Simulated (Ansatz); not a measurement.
Basis-set series for `[CH3][AlH][c]1ccccc1`. Total charge 0; spin multiplicity 1. All single points use the PBE0-D4/def2-TZVP geometry. It is one conformer, not always the lowest.

```tsv
functional	basis	functions	energy (Eh)	HOMO (eV)	LUMO (eV)
PBE0-D4	def2-TZVPP	385	-514.26219	-7.30	-1.34
PBE0-D4	def2-QZVPP	739	-514.28407	-7.31	-1.36
ωB97M-V	def2-TZVPP	385	-514.55636	-9.39	0.34
ωB97M-V	def2-QZVPP	739	-514.57703	-9.40	0.21
```

(1) Give the rows for def2-SVP. (Best estimate.)

## Answers

(1) The calculation gave: 
```
functional     basis  functions  energy (Eh)  HOMO (eV)  LUMO (eV)
   PBE0-D4  def2-SVP        161   -513.88859      -7.27      -1.29
   ωB97M-V  def2-SVP        161   -514.16913      -9.36       0.44
```

Positive LUMOs are unbound and depend on the basis.

Computed with Ansatz.
